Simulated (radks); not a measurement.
Effect of the nuclear size on the caesium ion Cs3+, [Kr] 4d10 5s2 5p4. Method: Dirac Kohn-Sham, LDA (Slater exchange, Perdew-Wang correlation), spin-unpolarised, spherical densities, finite nucleus; open shells are shared between the two j in proportion to 2j + 1; Fermi nuclear charge, rms radius 4.8041 fm; computed with a radial shooting solver on a logarithmic mesh with Libxc functionals. The rms radius is varied about that value; shifts are against it.

rms radius (fm) = 3.9346: total energy shift (eV) -2.46; density at nucleus (e/bohr^3) 3.062e+05; 1s1/2 shift (meV) -1030; 2s1/2 shift (meV) -122; 4p1/2 shift (meV) 0.400; 5s1/2 shift (meV) -0.851; 5p1/2 shift (meV) 0.105; 5p3/2 shift (meV) 0.121; 6s1/2 (empty) shift (meV) -0.206
rms radius (fm) = 4.4678: total energy shift (eV) -1.000; density at nucleus (e/bohr^3) 2.99e+05; 1s1/2 shift (meV) -417; 2s1/2 shift (meV) -49.7; 4p1/2 shift (meV) 0.163; 5s1/2 shift (meV) -0.346; 5p1/2 shift (meV) 0.042; 5p3/2 shift (meV) 0.049; 6s1/2 (empty) shift (meV) -0.084
rms radius (fm) = 4.8041: total energy shift (eV) 0; density at nucleus (e/bohr^3) 2.95e+05; 1s1/2 shift (meV) 0.000; 2s1/2 shift (meV) 0.000; 4p1/2 shift (meV) 0.000; 5s1/2 shift (meV) 0.000; 5p1/2 shift (meV) 0.000; 5p3/2 shift (meV) 0.000; 6s1/2 (empty) shift (meV) 0.000
rms radius (fm) = 5.2365: total energy shift (eV) 1.37; density at nucleus (e/bohr^3) 2.903e+05; 1s1/2 shift (meV) 572; 2s1/2 shift (meV) 68.2; 4p1/2 shift (meV) -0.223; 5s1/2 shift (meV) 0.474; 5p1/2 shift (meV) -0.058; 5p3/2 shift (meV) -0.067; 6s1/2 (empty) shift (meV) 0.115
rms radius (fm) = 5.6881: total energy shift (eV) 2.91; density at nucleus (e/bohr^3) 2.859e+05; 1s1/2 shift (meV) 1210; 2s1/2 shift (meV) 145; 4p1/2 shift (meV) -0.472; 5s1/2 shift (meV) 1.00; 5p1/2 shift (meV) -0.123; 5p3/2 shift (meV) -0.143; 6s1/2 (empty) shift (meV) 0.243

Slopes of the eigenvalues against <r^2> in GHz/fm^2, as finite differences over the two radii next to the reference (eigenvalue slopes, not the field-shift constants of lines): 1s1/2 32100, 2s1/2 3820, 4p1/2 -12.5, 5s1/2 26.6, 5p1/2 -3.27, 5p3/2 -3.77, 6s1/2 (empty) 6.43.
